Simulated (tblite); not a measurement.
Species: C4H10Si (charge -1 and doublet state).
SMILES with atom numbers: `[CH2-:1][C:2]([CH3:3])[SiH2:4][CH3:5]` (hydrogens: H6, H7 on C1; H8, H9, H10 on C3; H11, H12 on Si4; H13, H14, H15 on C5)

A start from a force field or distance geometry was refined with tblite 0.8.0, GFN2-xTB geometry optimisation, gas phase. Values at the start:

```tsv
coordinate	start
C1–C2	1.493 Å
C1–H6	1.106 Å
C1–H7	1.126 Å
C2–C3	1.497 Å
C2–Si4	1.845 Å
C3–H8	1.109 Å
Si4–C5	1.860 Å
Si4–H11	1.465 Å
Si4–H12	1.480 Å
C5–H13	1.120 Å
C1–C2–C3	113.2°
C1–C2–Si4	109.5°
C2–Si4–C5	114.7°
C3–C2–Si4	115.1°
C1–C2–Si4–C5	143°
```

Question: How do these coordinates change at the GFN2-xTB level?

Answer: 
| coordinate | GFN2-xTB (Å or °) | change |
| --- | --- | --- |
| C1–C2 | 1.397 | -0.096 |
| Si4–H11 | 1.544 | +0.079 |
| Si4–C5 | 1.909 | +0.049 |
| C1–H7 | 1.079 | -0.047 |
| Si4–H12 | 1.515 | +0.035 |
| C5–H13 | 1.088 | -0.032 |
| C2–Si4 | 1.820 | -0.025 |
| C1–H6 | 1.082 | -0.024 |
| C3–H8 | 1.090 | -0.019 |
| C2–C3 | 1.515 | +0.018 |
| C1–C2–Si4 | 121.7 | +12.2 |
| C3–C2–Si4 | 121.1 | +6.0 |
| C1–C2–C3 | 115.9 | +2.7 |
| C2–Si4–C5 | 112.3 | -2.4 |
| C1–C2–Si4–C5 | 173 | +30 |

The energy falls by 1.238 eV over 97 L-BFGS steps, the largest force on an atom goes from 2.17 to 0.009 eV/Å, and the atoms move by 0.483 Å rms after alignment. The bond that changes most is C1–C2 (ends: carbon bonded to C and 2 H; carbon bonded to 2 C and Si), which shortens by 0.096 Å. Bonds longer at the end by more than 0.005 Å: 4 of 14; shorter: 9. Among the dihedrals that turn most is H7–C1–C2–Si4, from 99° to -13°. Rotational constants go from 6138, 2695, 2029 to 6145, 2606, 1922 MHz.

Time: 0.45 s. Hardware: Arm Neoverse V2, one thread, shared host with 96 logical CPUs at a one-minute load of 93.

Its GFN2-xTB frequencies are all real (lowest 63 cm⁻¹). Whether the extra electron is bound in the gas phase wasn't checked; a finite basis holds it in any case.

One conformer stands for the species.

These are computed values.
